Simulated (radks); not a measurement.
Spherical quantum dot in the effective-mass picture: electrons in a hard-walled sphere of radius 5.61, all in effective atomic units (hartree* = m*/eps^2 hartree, bohr* = eps/m* bohr), one dielectric constant everywhere. Method: non-relativistic Kohn-Sham, PBEsol, spin-polarised, spherical densities; computed with a radial shooting solver with Libxc functionals. Levels are named by radial order and angular momentum (1s, 1p, 1d, 2s, ...), and open shells are averaged over m. Results are scaled to m* = 0.294 and eps = 17, for which hartree* = 27.68 meV and bohr* = 3.06 nm.

N = 28, configuration 1s2 1p6 1d10 1f(up 7, down 3). This is the lowest configuration that the search found. Occupied levels:

level,occupation,eigenvalue (meV),<r> (nm)
1s up,1,172.22,12.52
1s down,1,172.92,12.48
1p up,3,174.07,12.72
1p down,3,174.79,12.69
1d up,5,177.54,12.94
1d down,5,178.28,12.92
1f up,7,182.47,13.15
1f down,3,183.23,13.14

Energy (meV): total 2681.42, kinetic 544.01, external 0, Hartree 2393.7, exchange-correlation -256.32.

Electron density:

r (nm),n(r) (e/nm^3)
0.523,0.00001106
1.38,0.00001336
2.23,0.00001863
3.08,0.00002854
3.93,0.00004629
4.79,0.00007748
5.64,0.0001307
6.49,0.0002181
7.34,0.0003568
8.20,0.0005653
9.05,0.0008594
9.90,0.001248
10.8,0.001710
11.6,0.002182
12.5,0.002543
13.3,0.002626
14.2,0.002291
15.0,0.001542
15.9,0.0006577
16.7,0.00008104
